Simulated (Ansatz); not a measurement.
Pulling on the Si1–Cl2 bond in ClH3Si (SMILES [SiH3]Cl) (multiplicity 1 held, fragments rigid). Energies count from the point at 2.066 Å.
Geometry at that point (charge 0, multiplicity 1):
```xyz
5

Si    -0.99094    -0.03421    -0.02691
Cl     1.07340     0.03706     0.02915
H     -1.39746    -1.01153    -1.05530
H     -1.49637     1.31045    -0.36517
H     -1.48086    -0.44996     1.30167
```

Signs of static correlation in cc-pV(D+d)Z, with CASSCF(6,4), from Ansatz (a first-principles code) runs.

```
R (Å)  T1 of restricted CCSD  ⟨S²⟩ of UHF  largest double amplitude of restricted CCSD  weight of the CASSCF reference in MRCISD  CASSCF natural occupations
-----  ---------------------  -----------  -------------------------------------------  ----------------------------------------  --------------------------
1.653                  0.007        0.000                                        0.024                                     0.905         2.00 2.00 1.99 0.01
1.860                  0.008        0.000                                        0.022                                     0.904         2.00 2.00 1.99 0.01
2.066                  0.009        0.000                                        0.030                                     0.903         2.00 2.00 1.99 0.02
2.273                  0.010        0.000                                        0.046                                     0.903         2.00 2.00 1.98 0.02
2.480                  0.012        0.000                                        0.073                                     0.903         2.00 2.00 1.96 0.04
2.790                  0.018        0.000                                        0.119                                     0.902         2.00 2.00 1.93 0.07
3.099                  0.029            ?                                        0.172                                     0.902         2.00 2.00 1.86 0.14
3.616                  0.060        0.894                                        0.303                                     0.902         2.00 2.00 1.64 0.36
4.133                  0.106        0.985                                        0.529                                     0.902         2.00 2.00 1.35 0.65
4.753                      ?        1.006                                        0.867                                     0.902         2.00 2.00 1.14 0.86
5.579                  0.189        1.010                                        1.146                                     0.902         2.00 2.00 1.04 0.96
6.612                  0.190        1.010                                        1.218                                     0.902         2.00 2.00 1.01 0.99
```

Task: Fill in the missing entries.

Result: 
- 3.099, ⟨S²⟩ of UHF: 0.476
- 4.753, T1 of restricted CCSD: 0.158

Doubts at one or more of the structures used: active orbitals that take no part (SC-NEVPT2 on CASSCF(6,4)/cc-pV(D+d)Z); a restricted determinant that unrestricted orbitals would lower (R-CCSD(T)/cc-pV(D+d)Z); T1 above 0.05 (R-CCSD(T)/cc-pV(D+d)Z, U-CCSD(T)/cc-pV(D+d)Z); other coupled-cluster roots lie near (R-CCSD(T)/cc-pV(D+d)Z); a spin-contaminated determinant (U-CCSD(T)/cc-pV(D+d)Z).
